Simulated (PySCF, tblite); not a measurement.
Breaking a bond: H3BO, SMILES BO. The B1–O4 bond (B1 also carries H, H; O4 carries H) is pulled apart rigidly from the PBE0/def2-TZVP optimised geometry.

- GFN2-xTB, 300 K electronic temperature (tblite)
- UCCSD(T) = CCSD(T) on UHF/cc-pVDZ, 2 core orbitals frozen in PySCF 2.14.0

Energies relative to the lowest point of each curve near equilibrium, in kJ/mol; the last columns give the difference from UCCSD(T):

```
R / Å  GFN2-xTB  UCCSD(T)  GFN2-xTB − UCCSD(T)
-----  --------  --------  -------------------
1.09      220.3     276.8                -56.6
1.13      135.5     183.2                -47.7
1.22       31.4      55.8                -24.3
1.26       11.2      26.2                -15.0
1.32        0.0       3.6                 -3.6
1.35        0.7       0.0                  0.7
1.39        6.6       1.4                  5.2
1.43       16.7       8.5                  8.3
1.47       30.1      20.1                 10.0
1.56       68.3      57.8                 10.4
1.68      128.6     122.4                  6.2
1.82      203.8     205.0                 -1.1
2.04      320.0     329.5                 -9.5
2.20      397.2     412.6                -15.3
2.45      498.7     514.0                -15.3
2.70      574.8     582.7                 -8.0
2.93      624.7     612.6                 12.1
3.26      670.9     626.8                 44.1
3.67          —     631.8                    —
4.07          —     633.4                    —
4.71          —     634.3                    —
```

GFN2-xTB is furthest from UCCSD(T) at 1.09 (-56.6 kJ/mol, below); its mean absolute difference over the points is 16.3 kJ/mol.

Dashes: no converged value, or the column stops at the first point that the program doubted or that broke a chosen test of continuity, which isn't proof of a fault.

The unrestricted determinant behind UCCSD(T) is spin-contaminated at 2.20 to 4.71 Å (<S²> up to 1.0, against 0.00 for a pure singlet).
